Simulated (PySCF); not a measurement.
Two-photon absorption: SMILES N#CC=C=C(Br)C#N, C5HBrN2

Cartesian coordinates in Å; atom numbers follow the order of the lines, from 1:
```xyz
9

N    -2.7437    1.9204    0.5356
C    -2.1136    1.0085    0.1978
C    -1.3658   -0.1280   -0.2368
C    -0.0894   -0.2933    0.0258
C     1.1819   -0.4870    0.2800
Br    1.7336   -1.4075    1.8396
C     2.2216   -0.0364   -0.5852
N     3.0750    0.3203   -1.2836
H    -1.9048   -0.8881   -0.8192
```

Method: PySCF 2.14.0, TDDFT CAM-B3LYP/def2-TZVPD excited states, vertical, gas phase. Geometry: PBE0-D3(BJ)/def2-SVP.

The calculation is non-relativistic, which matters for the atoms heavier than Zn. Singlets 2 and 3 lie within 0.01 eV of each other, so their separate moments and overlaps can depend on how they mix.

Task: How strongly do the lowest singlets absorb one photon, and two photons of half the energy?

Result: δ for parallel linear polarisation; σ at the peak of a Lorentzian of half width 0.1 eV, single beam; Ω is circular over linear.
| state | E (eV) | f | photon λ (nm) | δ (au) | σ (GM) | Ω | main |
| --- | --- | --- | --- | --- | --- | --- | --- |
| S1 | 4.18 | 0.000 | 594 | 0.12 | 0.00 | 1.37 | HOMO→LUMO 0.96 |
| S2 | 5.32 | 0.021 | 466 | 2.4 | 0.03 | 0.90 | HOMO−1→LUMO 0.48, HOMO−2→LUMO 0.37 |
| S3 | 5.33 | 0.000 | 465 | <0.1 | 0.00 | – | HOMO−1→LUMO+1 0.90 |
| S4 | 5.78 | 0.174 | 429 | 140 | 1.72 | 0.82 | HOMO→LUMO+1 0.79, HOMO−2→LUMO 0.14 |
| S5 | 5.96 | 0.710 | 416 | 102 | 1.33 | 0.59 | HOMO−1→LUMO 0.44, HOMO−2→LUMO 0.38 |
| S6 | 6.01 | 0.004 | 412 | 2.19 | 0.03 | 0.75 | HOMO−3→LUMO 0.73, HOMO→LUMO+2 0.08 |

Among these, the strongest one-photon state is S5, the strongest two-photon state S4, with a dipole change of 2.6 D (relaxed, norm of the difference vector).
